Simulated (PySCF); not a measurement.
**`C#CC(/C=C/[O-])=C/C=C\C=O`, [C9H7O2]-, charge -1**

Cartesian coordinates in Å; atom numbers follow the order of the lines, from 1:
```xyz
18

C    -2.2809   -2.3257    0.2994
C    -1.6133   -1.3444    0.0374
C    -0.7587   -0.2221   -0.2579
C    -1.3460    0.9871   -0.6445
C    -2.7487    1.2074   -0.7735
O    -3.2905    2.2578   -1.1110
C     0.6239   -0.4981   -0.1128
C     1.6523    0.4261   -0.3394
C     3.0288    0.2749   -0.2319
C     3.7155   -0.9204    0.1522
O     4.9309   -1.0583    0.2493
H    -2.8836   -3.1834    0.5273
H    -0.7071    1.8448   -0.8711
H    -3.3798    0.3091   -0.5344
H     0.8799   -1.5125    0.1998
H     1.3215    1.4250   -0.6499
H     3.6724    1.1319   -0.4554
H     3.0465   -1.7949    0.3793
```

Total charge -1.

Theory: quadratic response CAM-B3LYP/aug-cc-pVDZ first hyperpolarisability, Taylor convention, gas phase in PySCF. Geometry: PBE0-D3(BJ)/def2-SVP.

For a gas-phase anion, states above the detachment energy (about 2.6 eV, taken as minus the energy of the highest occupied orbital) lie in the continuum and depend on the basis.

Give the tensor of the second harmonic β(−2ω;ω,ω) at 1064 nm in the axes of these coordinates.

In au, Taylor convention; rows are the first index (the induced dipole):
```
        xx       yy     zz       xy      xz      yz
x  +2354.9  -1512.0  +67.0  +1724.1  -419.3  +612.2
y   -166.7   +607.0  -10.7   -805.6  +247.0  -277.1
z   +154.2   -302.4  +62.1   +331.9   -60.3   +28.9
```
Norm of βᵢ = ⅓ Σⱼ (βᵢⱼⱼ + βⱼᵢⱼ + βⱼⱼᵢ): 2197.6 au, hyper-Rayleigh value 1338.2 au.
